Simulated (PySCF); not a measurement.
Dissociation curve of PH, triplet.

Levels of theory: UKS-BHandHLYP = unrestricted BHandHLYP/cc-pVTZ (PySCF); UHF/cc-pVTZ (PySCF); ROHF/cc-pVTZ (PySCF).

Magnitude of the dipole moment (D; its direction can reverse along the curve, and a method can change to another solution) and Mulliken charge of the fragment that holds P1:

```
R / Å  μ UKS-BHandHLYP  q UKS-BHandHLYP  μ UHF  q UHF  μ ROHF  q ROHF
-----  ---------------  ---------------  -----  -----  ------  ------
1.06              0.89            -0.14   0.98  -0.13    0.97   -0.14
1.13              0.83            -0.13   0.91  -0.13    0.90   -0.13
1.22              0.74            -0.10   0.81  -0.10    0.81   -0.10
1.27              0.68            -0.08   0.75  -0.08    0.75   -0.08
1.33              0.61            -0.06   0.68  -0.05    0.67   -0.06
1.39              0.53            -0.04   0.59  -0.03    0.59   -0.04
1.43              0.47            -0.03   0.53  -0.02    0.53   -0.02
1.48              0.40            -0.01   0.46  -0.01    0.45   -0.01
1.51              0.36            -0.01   0.41   0.00    0.40    0.00
1.54              0.31             0.00   0.36   0.01    0.35    0.01
1.64              0.15             0.02   0.19   0.03    0.17    0.02
1.74              0.01             0.03   0.01   0.04    0.03    0.04
```

The scan ran from 1.06 to 5.61 Å; beyond the distances shown one of the unrestricted levels run for this scan, shown here or not, changes its spin distribution in one step.
